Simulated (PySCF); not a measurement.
## From computed data to an observable: dipole moment from atomic charges

SiFHI2, SMILES I[SiH](F)I. Atoms are numbered in the order given.

```xyz
5

Si     0.4502    -0.9393     0.0000
F     -0.4785    -2.2610     0.0000
I     -0.0365     0.3289    -2.0052
I     -0.0365     0.3289     2.0052
H      1.8684    -1.3626     0.0000
```
Charge 0, spin multiplicity 1.

Coordinates come from a PBE0-D3(BJ)/def2-SVP optimisation. The def2 effective core potentials stand for the cores of I; spin–orbit coupling is left out.

Charges (e) from PySCF with r2SCAN/def2-TZVP:

| atom | Mulliken | ESP fit |
|---|---|---|
| Si1 | 0.514 | -0.161 |
| F2 | -0.296 | -0.051 |
| I3 | -0.106 | 0.044 |
| I4 | -0.106 | 0.044 |
| H5 | -0.006 | 0.125 |

The dipole moment of the full density is 0.98 D.

Question: What dipole moment does each set of point charges give, and which comes closer to that of the density?

Answer: 
μ = Σ q r, and 1 e Å = 4.8032 D.
Mulliken: Σ q r = (0.370, 0.125, 0.000) e Å, |μ| = 1.87 D.
ESP fit: Σ q r = (0.182, 0.125, 0.000) e Å, |μ| = 1.06 D.
ESP fit comes closer in size. Point charges leave out the atoms' own dipoles (lone pairs, polarised bonds); fits to the potential absorb them, partitions of the density don't.
